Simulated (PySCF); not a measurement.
**Li₂F₂: from structure and modes to constants**

All numbers come from PBE0 in PySCF with Li def2-TZVP, F def2-TZVP; no relativity; density-fitted integrals.

The singlet minimum has D2h symmetry. Masses (u): Li 7.01600, F 18.99840.

```xyz
4
charge 0 multiplicity 1, angstrom
Li    1.1107    0.0000    0.0000
Li   -1.1107    0.0000    0.0000
F     0.0000    1.3137    0.0000
F     0.0000   -1.3137    0.0000
```

Harmonic wavenumbers (cm⁻¹): 296.2 (b3u, ×1), 369.8 (ag, ×1), 561.2 (b3g, ×1), 580.2 (b1u, ×1), 670.9 (ag, ×1), 672.5 (b2u, ×1).

(1) Find the principal moments of inertia and the rotational constants. What kind of rotor is it?

(2) What is the harmonic zero-point energy?

(3) Find the vibrational entropy and heat capacity at 298.15 K.

Results:

(1) About the centre of mass I = 17.31, 65.572, 82.883 u Å². With B = 16.8576/I this gives 0.9738, 0.2571, 0.2034 cm⁻¹. The molecule is an asymmetric top with κ = -0.86.

(2) Half the sum of all 6 wavenumbers, 3151/2 = 1575 cm⁻¹, which is 18.8 kJ/mol (1 cm⁻¹ = 0.0119627 kJ/mol).

(3) With u = 1.43878 ω/T, each mode gives S = R[u/(eᵘ−1) − ln(1−e⁻ᵘ)] and C = R u² eᵘ/(eᵘ−1)².
| ω (cm⁻¹) | u | S (J/(mol K)) | C (J/(mol K)) |
| --- | --- | --- | --- |
| 296.2 | 1.430 | 6.02 | 7.03 |
| 369.8 | 1.785 | 4.52 | 6.42 |
| 561.2 | 2.708 | 2.18 | 4.67 |
| 580.2 | 2.800 | 2.03 | 4.49 |
| 670.9 | 3.237 | 1.43 | 3.71 |
| 672.5 | 3.245 | 1.42 | 3.69 |
The sums over all modes are S = 17.6 and C = 30.0 J/(mol K); the softest mode gives 34 % of the entropy.

Only a few start shapes were tried, so a lower isomer may exist.
